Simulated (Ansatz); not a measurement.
Relaxation of CH3BBrF (7 atoms, charge 0, multiplicity 1), to a largest force component of 0.03 eV/Å in at most 50 steps.

The calculation used RKS PBE0/def2-SVP (Ansatz).

```xyz
7
Properties=species:S:1:pos:R:3
B -0.131 0.801 -0.073
Br 1.560 1.562 -0.820
C -0.099 -0.720 0.173
H 0.951 -0.959 0.301
F -1.129 1.620 0.148
H -0.437 -1.236 -0.744
H -0.716 -1.068 1.014
```

**Question.** Where does it end, and by what steps?

**Answer.** The run converged. After 5 steps the energy has fallen by 0.126 eV; H4 moved furthest, 0.20 Å.

```csv
step,energy less start (eV),largest force component (eV/Å),accepted
0,0.0000,0.988,yes
1,-0.0975,0.629,yes
2,-0.1200,0.278,yes
3,-0.1238,0.137,yes
4,-0.1256,0.047,yes
5,-0.1256,0.012,yes
```

```xyz
7
Properties=species:S:1:pos:R:3
B -0.046 0.809 -0.092
Br 1.471 1.695 -0.877
C -0.067 -0.725 0.174
H 0.927 -1.137 0.394
F -1.091 1.568 0.175
H -0.421 -1.220 -0.749
H -0.773 -0.989 0.975
```

Time of the run: 24 s on 2 threads of Arm Neoverse N1 (shared host), peak memory 0.19 GiB.
